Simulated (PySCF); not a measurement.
# Cu(NH3)Me: 4 charge schemes on one density

Cu(NH3)Me, CH₆CuN (singlet state).
Geometry (PBE0-D3(BJ)/def2-SVP, Å), atoms numbered from 1 in this order:
```
atom  x, y, z in Å
Cu1    0.000    0.001   -0.025
N2    -0.006   -0.013    1.954
H3    -0.425    0.835    2.340
H4     0.938   -0.079    2.338
H5    -0.535   -0.803    2.327
C6     0.006    0.013   -1.926
H7    -1.019    0.023   -2.339
H8     0.513   -0.877   -2.340
H9     0.527    0.900   -2.329
```

Density: PBE0/pcSseg-1 (pcSseg-2 on Cu) (PySCF); schemes: Mulliken, IAO, Hirshfeld and ESP-fitted. Geometry: PBE0-D3(BJ)/def2-SVP; no solvent, vibrations or thermal averaging.

Question: Which atoms carry the highest charge in the Mulliken, IAO, Hirshfeld and ESP-fitted schemes?

Answer: The schemes don't all agree: Mulliken H3, H4 and H5 (+0.218); IAO Cu1 (+0.371); Hirshfeld H3, H4 and H5 (+0.140); ESP-fitted H4 (+0.268).

Question: At which atom do the 4 schemes differ most?

Answer: At C6: from -0.965 (ESP-fitted) to -0.329 e (Hirshfeld), 0.636 e apart.

Question: Give the atomic charges in each scheme.

Answer: In e:

```csv
atom,environment,Mulliken,IAO,Hirshfeld,ESP-fitted
Cu1,copper bonded to C and N,+0.143,+0.371,+0.137,+0.173
N2,nitrogen bonded to Cu and 3 H,-0.490,-0.697,-0.206,-0.554
H3,hydrogen on N2,+0.218,+0.279,+0.140,+0.267
H4,hydrogen on N2,+0.218,+0.279,+0.140,+0.268
H5,hydrogen on N2,+0.218,+0.279,+0.140,+0.266
C6,carbon bonded to Cu and 3 H,-0.583,-0.857,-0.329,-0.965
H7,hydrogen on C6,+0.092,+0.115,-0.008,+0.182
H8,hydrogen on C6,+0.092,+0.115,-0.008,+0.182
H9,hydrogen on C6,+0.092,+0.115,-0.008,+0.181
```

Mean size of the charges over all atoms: IAO 0.345 e, ESP-fitted 0.338 e, Mulliken 0.238 e, Hirshfeld 0.124 e. Each set sums to the total charge, 0, to within 0.001 e. The Hirshfeld scheme weights the molecular density at each point by an atom's share of the summed free-atom densities.

Question: How many electrons does the Mulliken scheme count on C6?

Answer: Z − q = 6 − (-0.583) = 6.583.

Question: Sum the charges by element, for elements with more than one atom.

Answer: 
| element | atoms | Mulliken | IAO | Hirshfeld | ESP-fitted |
| --- | --- | --- | --- | --- | --- |
| H | 6 | +0.929 | +1.183 | +0.398 | +1.346 |

Question: How closely do the schemes follow one another over all atoms?

Answer: Correlation coefficient and root-mean-square difference: Mulliken with IAO 0.99, 0.142 e; Mulliken with ESP-fitted 0.98, 0.142 e; IAO with ESP-fitted 0.97, 0.097 e; IAO with Hirshfeld 0.97, 0.274 e; Mulliken with Hirshfeld 0.96, 0.146 e; Hirshfeld with ESP-fitted 0.94, 0.275 e.
